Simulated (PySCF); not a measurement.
Cartesian coordinates (Å):
```xyz
7

Hf    -0.0168    -0.0611     0.0284
Cl    -1.1742    -1.6255     1.3665
Cl     0.5782     1.8029     1.3410
Cl    -1.2375     0.4168    -1.9278
N      1.7001    -0.9067    -0.5736
H      1.8411    -1.4082    -1.4592
H      2.5663    -0.9587    -0.0233
```
Charge 0, spin multiplicity 1.

Task: Give the HOMO, LUMO, dipole moment, charge on the central atom (Mulliken) and total energy at the level PBE-D3(BJ)/def2-TZVP // PBE-D3(BJ)/def2-SVP (PySCF).

Result: 
- HOMO = -6.91 eV
- LUMO = -2.60 eV
- dipole moment = 2.67 D
- charge on the central atom (Mulliken) = 1.12 e
- total energy = -40390.81 eV
